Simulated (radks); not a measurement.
Problem. All-electron atom: Se in [Ar] 3d10 4s2 4p4 (the NIST ground configuration). Calculated with a radial shooting solver on a logarithmic mesh with Libxc functionals: Dirac Kohn-Sham, Slater X-alpha with alpha = 0.667, spin-unpolarised, spherical densities, point nucleus; open shells fill j = l - 1/2 first. Some entries of the table are withheld. Estimate them.

orbital,occ.,eigenvalue (eV),r(max) (bohr)
1s1/2,2,-12477.07,0.02884
2s1/2,2,-1602.053,0.1648
2p1/2,2,(1),0.1296
2p3/2,4,(2),0.1327
3s1/2,2,-210.8853,0.5030
3p1/2,2,-154.9332,(3)
3p3/2,4,-149.0533,(4)
3d3/2,4,-52.2531,0.4498
3d5/2,6,-51.3585,0.4525
4s1/2,2,-16.2043,1.504
4p1/2,2,-5.7401,1.782
4p3/2,2,-5.3640,1.821

Solution. 
(1) 2p1/2 eigenvalue (eV): -1438.392
(2) 2p3/2 eigenvalue (eV): -1396.724
(3) 3p1/2 r(max) (bohr): 0.4948
(4) 3p3/2 r(max) (bohr): 0.5035
